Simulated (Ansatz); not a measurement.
Two isomers of C4H3F3: A = `FC1=C(F)C(F)C1`, B = `CC#CC(F)(F)F`.

Isolated molecules relaxed with PBE0-D4/def2-TZVP in Ansatz; ΔE leaves out vibrations. CBS: MP2 limit from def2 TZ/QZ plus the TZ coupled-cluster correction, frozen cores. Functionals use def2-TZVPP.

A:

Z-matrix (Å, degrees):
```
C
F 1 1.374
C 1 1.558 2 114.3
C 1 1.490 2 116.0 3 98.6
H 1 1.093 2 107.8 3 -128.9
C 3 1.497 1 84.5 2 118.9
H 3 1.092 1 115.3 2 -124.6
H 3 1.091 1 112.1 2 3.1
F 4 1.315 1 130.9 2 65.5
F 6 1.313 3 129.8 1 174.5
```

B:

```xyz
10

C    -1.080    1.662   -0.636
C    -0.329    0.508   -0.194
C     0.294   -0.449    0.173
C     1.047   -1.611    0.616
F     0.773   -2.689   -0.129
F     0.767   -1.924    1.887
F     2.367   -1.401    0.541
H    -0.410    2.424   -1.038
H    -1.637    2.098    0.196
H    -1.791    1.382   -1.417
```

Task: Which is lower in electronic energy at CCSD(T)/CBS, and by how much? (Estimate.)

Result: Computed: B, by 47.7 kJ/mol.

Task: Give E(B) − E(A) in kJ/mol with CCSD/def2-TZVPP, BLYP-D4, CCSD(T)/def2-TZVPP, ωB97M-V, HF/def2-TZVPP, PBE0-D4, PBE-D4. (Estimate.)

Result: The calculation gave: CCSD/def2-TZVPP -53.1, BLYP-D4 -49.9, CCSD(T)/def2-TZVPP -51.6, ωB97M-V -43.9, HF/def2-TZVPP -71.3, PBE0-D4 -24.4, PBE-D4 -25.0. None reverses the order clearly.

Task: Does the order hold for the free energy at 298.15 K (harmonic terms from PBE0-D4)? (An estimate is asked.)

Result: The calculation gave: Yes: G(B) − G(A) = -59.3 kJ/mol. Modes under 60 cm⁻¹, often nearly free rotors, make the harmonic entropy too high.

Largest T1 diagnostic: 0.012.

From r2SCAN to r2SCAN0 (25 % exact exchange), in def2-TZVPP and without D4, E(B) − E(A) moves by +4.1 kJ/mol. The D4 term adds +4.2 kJ/mol with B3LYP and +2.1 kJ/mol with PBE0; it sums over pairs of atoms, weighted by their polarisabilities, and B3LYP, whose exchange is more repulsive, gets the larger term.

B3LYP here is the variant with VWN-RPA as its local correlation; programs differ in this.
